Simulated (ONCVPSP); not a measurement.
# Before and after: ONCV potential for gadolinium

* Element: gadolinium (Gd)
* Generator: ONCVPSP 4.0.1
* Type: optimised norm-conserving Vanderbilt (ONCV)
* Functional: PBEsol
* Relativity: scalar-relativistic
* Frozen core: [Kr] 4d10
* Valence charge: 18
* Reference configuration: 4f7 5s2 5p6 5d1 6s2
* Partial waves: 5s+6s: rc 2.40 bohr, ncon 5, nbas 10, qcut 4.3 1/bohr, 3 projectors, debl 1.7 Ha; 5p: rc 2.25 bohr, ncon 3, nbas 7, qcut 7.4 1/bohr, 2 projectors, debl 3 Ha; 5d: rc 2.60 bohr, ncon 4, nbas 8, qcut 4 1/bohr, 3 projectors, debl 1.6 Ha; 4f: rc 1.40 bohr, ncon 5, nbas 10, qcut 13.4 1/bohr, 2 projectors, debl 3.8 Ha
* Local potential: polynomial inside 1.15 bohr (lpopt 5, dvloc0 0 Ha)
* Core correction: Teter function, fcfact 5.5, rcfact 1.55

All-electron outer shells of the reference configuration (PBEsol, scalar-relativistic, ld1.x):

| shell | level (eV) | outermost node (bohr) | outermost maximum (bohr) |
| --- | --- | --- | --- |
| 4d | -147.59 | 0.27 | 0.56 |
| 5s | -49.77 | 0.65 | 1.20 |
| 5p | -27.28 | 0.70 | 1.35 |
| 4f | -8.73 | – | 0.56 |
| 6s | -4.15 | 1.60 | 3.37 |
| 5d | -2.56 | 0.79 | 1.97 |

Change: p: qcut 6.9.

Cutoffs: the cutoffs (Ha) at which the residual kinetic energy of the hardest occupied pseudo-wave falls to 1 and 0.1 mHa per electron; they do not see the model core or the augmentation charge, which bear on the density cutoff. Errors are all-electron minus pseudo energies relative to the spin-unpolarised reference configuration.

Question: How do hardness, ghosts and transferability respond?

Answer: The potential gets neither clearly harder nor softer (75 Ha and 82 Ha → 75 Ha and 82 Ha); the f channel sets the loose cutoff, while the largest relative change is in p, which becomes softer; the errors of the 3 common tests hardly move; neither file shows a bound ghost.

| quantity | base | changed |
| --- | --- | --- |
| cutoff, loose | 75 Ha | 75 Ha |
| cutoff, tight | 82 Ha | 82 Ha |
| loose cutoff by channel | s 6.8 Ha, p 15 Ha, d 7.2 Ha, f 75 Ha | s 6.8 Ha, p 12 Ha, d 7.2 Ha, f 75 Ha |
| bound ghosts | none | none |
| GHOST(+) flags under 300 eV | s at 52.8 eV, p at 164.1 eV | s at 52.8 eV, p at 141.0 eV |
| tests counted as reliable (solved cleanly; for ONCVPSP, near-neutral configurations with less than one 5d electron left out) | 3 of 4 | 3 of 4 |
| error for 4f7 5s2 5p6 5d1 6s1, meV [ΔE 6.67 eV] | -2.4 | -2.4 |
| error for 4f7 5s2 5p6 5d1 6s0, meV [ΔE 18.72 eV] | -9.1 | -9.0 |
| error for 4f8 5s2 5p6 5d1 6s0, meV [ΔE 4.04 eV] | +89 | +100 |
| s: phases at 2.44 bohr within 0.05 rad from the reference energy up to (Ha; the scan ends near 5) | 5.0 | 5.0 |
| p: phases at 2.29 bohr within 0.05 rad from the reference energy up to (Ha; the scan ends near 5) | to the end of the scan | 4.9 |
| d: phases at 2.64 bohr within 0.05 rad from the reference energy up to (Ha; the scan ends near 5) | to the end of the scan | to the end of the scan |
| f: phases at 1.42 bohr within 0.05 rad from the reference energy up to (Ha; the scan ends near 5) | to the end of the scan | to the end of the scan |
| rms error of d²Exc/dni dnj with the model core, mHa | 2.79 | 2.80 |
